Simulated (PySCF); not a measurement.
**Electron correlation in Te⁺ (tellurium, charge +1)**

[Kr] 4d10 5s2 5p3, high-spin 4S determinant. Computed with PySCF 2.14 in cc-pVDZ-PP with ECP28MDF, with a scalar-relativistic core potential. Frozen: 4s2 4p6 4d10; 5 electrons correlated.

MP2 pair energies summed by pair of shells (mhartree):

| pair | energy | share (%) |
| --- | --- | --- |
| 5s-5p | -30.95 | 65.8 |
| 5p-5p | -10.97 | 23.3 |
| 5s-5s | -5.14 | 10.9 |

Total MP2 correlation energy: -47.07 mhartree.

Same-spin part -12.67 and opposite-spin part -34.40 mhartree; SCS-MP2 scales them by 1/3 and 6/5 to -45.50 mhartree.

```
  level  correlation energy (mhartree)
   CCSD                         -59.89
    (T)                          -0.53
CCSD(T)                         -60.42
```

Diagnostics: T1 = 0.0021, D1 = 0.0043, largest double amplitude 0.060.

Cost of the coupled-cluster step: 0.07 s of wall time on 1 thread of Neoverse-V2 (shared host), for 5 correlated electrons.
